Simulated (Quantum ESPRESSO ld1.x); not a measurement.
Values are calculated unless marked as measured or tabulated.
Q: Species: Bi35+. Configuration: [Kr] 4d10 4f2. Level of theory: scalar-relativistic Kohn-Sham, LDA (Slater exchange, VWN5 correlation), spin-polarised, spherical densities, point nucleus; open shells are filled with parallel spins first (ld1.x of Quantum ESPRESSO 7.5). Some entries of the table are withheld. Estimate them.

orbital,occ.,eigenvalue (eV),<r^2> (bohr^2)
1s down,1,-91981.0,0.0003463
1s up,1,-91981.0,0.0003463
2s up,1,-17649.8,0.005248
2s down,1,-17649.6,0.005248
2p up,3,-15297.3,0.004490
2p down,3,-15297.1,0.004490
3s up,1,-5292.15,0.03345
3s down,1,-5289.18,0.03343
3p up,3,-4618.97,0.03464
3p down,3,-4615.95,0.03462
3d up,5,-3947.65,0.02861
3d down,5,-3945.28,0.02858
4s up,1,-2144.39,0.1438
4s down,1,-2140.32,0.1440
4p up,3,-1907.51,0.1587
4p down,3,-1903.68,0.1589
4d up,5,(1),0.1636
4d down,5,(2),0.1639
4f up,2,(3),0.1451
4f down,0,(4),0.1455

A: 
(1) 4d up eigenvalue (eV): -1647.59
(2) 4d down eigenvalue (eV): -1643.79
(3) 4f up eigenvalue (eV): -1382.67
(4) 4f down eigenvalue (eV): -1378.29
